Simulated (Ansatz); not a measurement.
Program: Ansatz. Geometries: PBE0-D4/def2-TZVP. ΔE: electronic, gas phase. CCSD(T)/CBS adds triple-zeta CCSD(T) − MP2 to the extrapolated MP2 energy (def2 sets, frozen cores). This one scheme is used for every species. Functionals use def2-TZVPP. Elements past krypton have def2 core potentials. For Br, Zr outer-core shells are correlated without core-valence functions, which leaves a few kJ/mol of doubt a bond. Scalar relativity is left out up to krypton. Each species was taken in one conformer, which may not be the lowest.

Consider the ligand exchange at a Zr–Br bond: `[Cl][Zr]([Cl])([Cl])[Br]` + NH₃ → `[NH2][Zr]([Cl])([Cl])[Cl]` + HBr.

```
             level  ΔE (kcal/mol)  difference from CCSD(T)/CBS
         revPBE-D4           20.2                         -1.6
         r2SCAN-D4           21.5                         -0.3
            B97M-V           21.6                         -0.2
           PBE0-D4           21.3                         -0.5
        r2SCANh-D4           21.6                         -0.2
          BHLYP-D4           21.5                         -0.3
               PBE           20.6                         -1.2
            revPBE           20.6                         -1.2
              BLYP           19.7                         -2.1
           r2SCANh           21.6                         -0.2
           r2SCAN0           21.7                         -0.1
             BHLYP           20.7                         -1.1
         CAM-B3LYP           18.8                         -3.0
RPA@PBE/def2-TZVPP           20.4                         -1.4
  CCSD(T)/def2-SVP           18.3                         -3.5
      HF/CBS(def2)           21.4                         -0.4
       CCSD(T)/CBS           21.8                            0
```

Largest T1 diagnostic among the species: 0.015.

From BLYP to BHLYP (50 % exact exchange), in def2-TZVPP and without D4, ΔE moves by +1.0 kcal/mol. At CCSD(T), def2-SVP lies −3.5 kcal/mol from the extrapolated value and def2-TZVPP −0.9 kcal/mol. Leaving LDA and LC-ωPBE aside and taking each functional with its dispersion term where it has one, the values, not all of them listed here, spread over 3.1 kcal/mol, from CAM-B3LYP-D4 to PBE-QIDH. LDA lies −0.9 kcal/mol from PBE without D4.
